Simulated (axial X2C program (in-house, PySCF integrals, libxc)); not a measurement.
The numbers below are computed, except where a source is named.
BTe: input and output of an EOM-EA-CCSD run

Program: an axial X2C code built on PySCF integrals.

Input and command:
```json
{"zs": [52, 5], "q": 0, "bas": ["dyall-acv3z", "dyall-av3z"], "r0": 2.06, "eom": "ea", "thr": -2.0, "nmax": 92, "grid": [1, 0.96, 1.045, 0.92, 1.09, 1.15]}
```
```bash
python soeom.py task.json out
```

Keys: zs atomic numbers; q charge; bas basis sets; r0 starting distance in Å; eom kind of EOM run; thr threshold in hartree for freezing inner shells (an s shell follows its p shell); nmax most natural virtual spinors; grid distances as factors.

Output at R = 1.956 Å (near the PBE0 minimum at charge 0 of the determinant lowest at the starting distance; the state shown can have its own minimum elsewhere), reference BTe⁺:

```
two-component X2C + atomic mean field  HF
basis functions 198  fitting functions 1014  grid points 5077
iter        total energy     max residual
   1      -6812.315835687     3.98e-01
   2      -6812.337854878     6.88e-03
   3      -6812.338489836     2.68e-02
   4      -6812.339025835     4.00e-03
   5      -6812.339100973     1.73e-03
   6      -6812.339206305     5.26e-03
   7      -6812.339301147     4.17e-03
   8      -6812.339343945     1.45e-03
   9      -6812.339359769     4.46e-04
  10      -6812.339362422     4.29e-04
  11      -6812.339362953     1.28e-04
  12      -6812.339363066     3.01e-05
  13      -6812.339363088     3.26e-05
  14      -6812.339363094     8.45e-06
  15      -6812.339363096     3.31e-06
  16      -6812.339363096     3.62e-06
  17      -6812.339363096     1.08e-06
converged
one-electron -9469.09376163  Coulomb 2768.70255749  exact exchange -178.24335886  xc functional 0.00000000  nuclear repulsion 70.34052906  atomic mean-field constant -4.04532915
correlated 18  virtual 292  natural virtual 84  E(MP2) -0.715883764  MP2 remainder -0.154991147
iter   CCSD correlation   residual
   1     -0.512096265   2.11e-01
   2     -0.529673434   1.10e-01
   3     -0.536483146   5.26e-02
   4     -0.536217708   2.13e-02
   5     -0.536347808   9.81e-03
   6     -0.536534013   4.48e-03
   7     -0.536491058   3.20e-03
   8     -0.536534031   2.49e-03
   9     -0.536484033   1.98e-03
  10     -0.536495955   1.31e-03
  11     -0.536480283   7.13e-04
  12     -0.536486658   3.05e-04
  13     -0.536483374   1.48e-04
  14     -0.536485580   7.55e-05
  15     -0.536485683   2.91e-05
  16     -0.536485789   1.32e-05
  17     -0.536485882   6.31e-06
  18     -0.536485886   3.98e-06
(T) -0.020385461  T1 0.0329  D1 0.0678  max T2 0.164
EOM-EA-CCSD roots
2*Omega      energy/Eh   energy/eV  one-particle weight
    1      -0.34887311     -9.4933      0.908
    1      -0.22541570     -6.1339      0.900
    1      -0.18123592     -4.9317      0.032
    1      -0.13787875     -3.7519      0.001
    1      -0.11001951     -2.9938      0.301
    3      -0.22340126     -6.0791      0.905
    3      -0.17729667     -4.8245      0.003
    3      -0.12793717     -3.4813      0.001
    3      -0.08983576     -2.4446      0.005
    5      -0.11386280     -3.0984      0.000
    5      -0.08315407     -2.2627      0.000
    7      -0.09696416     -2.6385      0.000
```
T1 in the output is the amplitude norm over the root of the electron number; divide by √2 for the Lee–Taylor value.

Reference electrons by ω block (each with its −ω partner): 1/2: 18, 3/2: 8, 5/2: 2. Root energies count from the CCSD energy of the reference. The reference has large amplitudes (orbital relaxation or multireference character). Roots of positive energy are unbound. The reference need not be the lowest state of its species. All roots sought are printed; those with a small one-particle weight need a further excitation, are placed far too high, and may in truth lie low or lowest. Inner shells are frozen, and levels at this size can be off by some tenths of an eV.
